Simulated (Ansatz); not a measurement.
## What each rung costs, and what it gives

Saddle point of Si₂H₇BrO, closed shell (Si₂H₆O ([SiH3][O][SiH3]) + HBr → Si₂H₅BrO ([SiH3][O][SiH2][Br]) + H₂; bonds formed: Si1–Br8, H2–H7; bonds broken: Si1–H2, H7–Br8), PBE0-D4/def2-TZVP structure:

```xyz
11
angstrom
Si 0.3513 -0.6406 1.0676
H 1.9028 -0.0356 1.5333
O -0.8044 0.2057 0.3510
Si -1.3512 0.7190 -1.1363
H 0.0846 -0.3870 2.5061
H 0.5671 -2.0741 0.8311
H 2.0447 -0.0752 0.6652
Br 1.8498 -0.3360 -1.2192
H -2.7633 1.1023 -0.8906
H -1.3009 -0.3775 -2.1279
H -0.5806 1.8993 -1.5804
```

Barriers are electronic and count from the start structure reached by relaxing down the imaginary mode.

Ansatz 0.2.0; basis: as named in each row; cores frozen in the correlated methods. Filled d shells of the heavier atoms are correlated. The def2 sets are not built for correlating such inner shells, so the correlated values are less sure here. B3LYP uses VWN-RPA correlation. Extrapolation: Hartree–Fock as exp(−7.88 √X), correlation as X^−2.97.

Times are rough, for one single point on 8 threads of a shared host (AMD EPYC 7B13).

The estimate by CCSD(T) at an estimated basis limit (MP2 extrapolated from triple and quadruple zeta, plus CCSD(T) − MP2 in triple zeta) is 31.88 kcal/mol.

```tsv
method	basis	time (s)	barrier (kcal/mol)	method less estimate
HF	STO-3G	under 1	82.94	51.07
PBE-D4	STO-3G	under 1	49.12	17.24
SPW92	def2-SVP	under 1	20.23	-11.65
PBE-D4	def2-SVP	under 1	26.29	-5.58
B3LYP-D4	6-31G	under 1	39.55	7.68
PBE0-D4	def2-SVP	under 1	29.99	-1.88
SPW92	def2-TZVPP	under 1	18.26	-13.61
PBE-D4	def2-TZVPP	1	24.00	-7.88
BLYP-D4	def2-TZVPP	1	28.38	-3.49
B3LYP-D4	def2-TZVPP	2	30.93	-0.95
BHLYP-D4	def2-TZVPP	2	34.66	2.78
CAM-B3LYP-D4	def2-TZVPP	2	33.58	1.71
PBE0-D4	def2-TZVPP	2	27.50	-4.38
r2SCAN-D4	def2-TZVPP	2	26.37	-5.51
wB97M-V	def2-SVP	2	33.39	1.51
r2SCAN0-D4	def2-TZVPP	3	28.68	-3.20
RPA on PBE	def2-TZVPP	3	36.57	4.70
B2PLYP	def2-TZVPP	3	32.94	1.06
PBE-QIDH	def2-TZVPP	3	30.62	-1.25
CCSD(T)	def2-SVP	4	41.09	9.21
wB97X-V	def2-TZVPP	4	33.11	1.23
B97M-V	def2-TZVPP	4	31.63	-0.25
wB97M-V	def2-TZVPP	5	31.20	-0.68
MP2	def2-QZVPP	14	30.77	-1.10
CCSD(T)	def2-TZVPP	92	34.59	2.72
```

All methods are single points on the PBE0-D4 structures.

T1 diagnostic: at most 0.011.

Labels in which every atom is bracketed show which atoms are joined, not bond orders.
